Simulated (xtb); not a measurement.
Br$_{2}$Ge (SMILES [Br][Ge][Br]), singlet, geometry from GFN2-xTB, atoms displaced at random by about 0.1 Å a coordinate; GFN1-xTB (xtb 6.7.1).

The xtb input:
```
$ xtb mol.xyz --gfn 1 --opt extreme --json

# file mol.xyz
3

Ge    -0.07159637    -0.04389583     0.90480726
Br     0.85258143    -1.46657055    -0.46564248
Br    -0.92809706     1.47266063    -0.54076291
```

What the program printed (banner, timings and long lists left out):

```
   ID    Z sym.   atoms
    1   32 Ge     1
    2   35 Br     2, 3

           -------------------------------------------------
          |                Calculation Setup                |
           -------------------------------------------------

           -------------------------------------------------
          |                 G F N 1 - x T B                 |
           -------------------------------------------------

          ...................................................
          :                      SETUP                      :
          :.................................................:
          :  # basis functions                  30          :
          :  # atomic orbitals                  27          :
          :  # shells                            9          :
          :  # electrons                        18          :
          :  # halogen bonds                     0          :
          :  max. iterations                   250          :
          :  Hamiltonian                  GFN1-xTB          :
          :  restarted?                      false          :
          :  GBSA solvation                  false          :
          :  PC potential                    false          :
          :  electronic temp.          300.0000000     K    :
          :  accuracy                    1.0000000          :
          :  -> integral cutoff          0.2500000E+02      :
          :  -> integral neglect         0.1000000E-07      :
          :  -> SCF convergence          0.1000000E-05 Eh   :
          :  -> wf. convergence          0.2000000E-04 e    :
          :  Broyden damping             0.4000000          :
          :  net charge                          0          :
          :  unpaired electrons                  0          :
          ...................................................

 iter      E             dE          RMSdq      gap      omega  full diag
   1     -9.1249974 -0.912500E+01  0.796E+00    2.16       0.0  T
   2     -8.7887937  0.336204E+00  0.890E+00    1.10       1.0  T
   3     -9.4961057 -0.707312E+00  0.251E+00    2.31       1.0  T
   4     -9.5235689 -0.274632E-01  0.655E-01    2.29       1.0  T
   5     -9.5247422 -0.117328E-02  0.379E-01    2.29       1.0  T
   6     -9.5251661 -0.423894E-03  0.206E-01    2.29       1.0  T
   7     -9.5253890 -0.222944E-03  0.116E-02    2.30       5.0  T
   8     -9.5253897 -0.652025E-06  0.511E-03    2.30      11.3  T
   9     -9.5253898 -0.116354E-06  0.109E-03    2.30      53.1  T
  10     -9.5253898 -0.455092E-08  0.260E-04    2.30     222.0  T
  11     -9.5253898 -0.290150E-09  0.339E-05    2.30    1702.0  T
  12     -9.5253898 -0.516565E-11  0.189E-06    2.30   30512.2  T

   *** convergence criteria satisfied after 12 iterations ***

         :::::::::::::::::::::::::::::::::::::::::::::::::::::
         ::                     SUMMARY                     ::
         :::::::::::::::::::::::::::::::::::::::::::::::::::::
         :: total energy              -9.493222692568 Eh    ::
         :: gradient norm              0.096756892215 Eh/a0 ::
         :: HOMO-LUMO gap              2.296314784057 eV    ::
         ::.................................................::
         :: SCC energy                -9.525389818138 Eh    ::
         :: -> electrostatic           0.006216579710 Eh    ::
         :: repulsion energy           0.033419613770 Eh    ::
         :: dispersion energy         -0.001252488199 Eh    ::
         :: halogen bond corr.         0.000000000000 Eh    ::
         :: add. restraining           0.000000000000 Eh    ::
         :: total charge              -0.000000000000 e     ::
         :::::::::::::::::::::::::::::::::::::::::::::::::::::

      -----------------------------------------------------------
     |                   =====================                   |
     |                        A N C O P T                        |
[...]
 * total energy  :    -9.4932227 Eh     change       -0.3552714E-14 Eh
 * total energy  :    -9.4963293 Eh     change       -0.3106614E-02 Eh
 * total energy  :    -9.5015922 Eh     change       -0.5262915E-02 Eh
 * total energy  :    -9.5014515 Eh     change        0.1407308E-03 Eh
 * total energy  :    -9.5029134 Eh     change       -0.1461884E-02 Eh
 * total energy  :    -9.5029329 Eh     change       -0.1953624E-04 Eh
 * total energy  :    -9.5029429 Eh     change       -0.9951549E-05 Eh
 * total energy  :    -9.5029430 Eh     change       -0.1212377E-06 Eh
 * total energy  :    -9.5029431 Eh     change       -0.1240244E-06 Eh
 * total energy  :    -9.5029431 Eh     change       -0.4958505E-09 Eh
   *** GEOMETRY OPTIMIZATION CONVERGED AFTER 10 ITERATIONS ***
         :: total energy              -9.502943108511 Eh    ::
[...]
      -------------------------------------------------------------
         1        2.0000           -0.6676685             -18.1682
         2        2.0000           -0.6668141             -18.1449
         3        2.0000           -0.4988502             -13.5744
         4        2.0000           -0.4374869             -11.9046
         5        2.0000           -0.4249606             -11.5638
         6        2.0000           -0.4213067             -11.4643
         7        2.0000           -0.4109993             -11.1839
         8        2.0000           -0.3986260             -10.8472
         9        2.0000           -0.3597853              -9.7903 (HOMO)
        10                         -0.2764863              -7.5236 (LUMO)
        11                         -0.1719786              -4.6798
        12                         -0.1643228              -4.4715
        13                         -0.0811122              -2.2072
        14                         -0.0805232              -2.1911
        15                         -0.0707686              -1.9257
        16                         -0.0541920              -1.4746
        17                         -0.0475734              -1.2945
        18                         -0.0455915              -1.2406
        19                         -0.0317358              -0.8636
        20                         -0.0261069              -0.7104
       ...                                ...                  ...
        27                          0.2854239               7.7668
      -------------------------------------------------------------
                  HL-Gap            0.0832990 Eh            2.2667 eV
             Fermi-level           -0.3181358 Eh           -8.6569 eV

  Mulliken/CM5 charges         n(s)   n(p)   n(d)
     1Ge    0.28787  0.23409   1.738  1.567  0.408
     2Br   -0.14393 -0.11704   1.961  5.170  0.013
     3Br   -0.14394 -0.11705   1.961  5.170  0.013

Wiberg/Mayer (AO) data.
largest (>0.10) Wiberg bond orders for each atom

 ---------------------------------------------------------------------------
     #   Z sym  total        # sym  WBO       # sym  WBO       # sym  WBO
 ---------------------------------------------------------------------------
     1  32 Ge   2.795 --     2 Br   1.398     3 Br   1.398
     2  35 Br   1.437 --     1 Ge   1.398
     3  35 Br   1.437 --     1 Ge   1.398
 ---------------------------------------------------------------------------

Topologies differ in total number of bonds
Writing topology from bond orders to xtbtopo.mol

 dipole moment from electron density (au)
     X       Y       Z
  -0.0386  -0.0066   0.9638  total (Debye):    2.452

           -------------------------------------------------
          |                Geometry Summary                 |
           -------------------------------------------------

      molecular mass/u    :      232.4346057
   center of mass at/Å    :       -0.0477973      -0.0123918      -0.0647589
  moments of inertia/u·Å² :        0.1096055E+03   0.5173184E+03   0.6269239E+03
rotational constants/cm⁻¹ :        0.1538028E+00   0.3258657E-01   0.2688944E-01

 * 2 selected distances

     #   Z          #   Z                                           value/Å
     1  32 Ge       2  35 Br                                      2.3306732 (min)
     1  32 Ge       3  35 Br                                      2.3307212 (max)

 * 1 distinct bonds (by element types)

   Z      Z             #   av. dist./Å        max./Å        min./Å
  32 Ge  35 Br          2     2.3306972     2.3307212     2.3306732

optimized geometry written to: xtbopt.xyz

           -------------------------------------------------
          | TOTAL ENERGY               -9.502943108511 Eh   |
          | GRADIENT NORM               0.000011785368 Eh/α |
          | HOMO-LUMO GAP               2.266680408796 eV   |
           -------------------------------------------------

normal termination of xtb
```
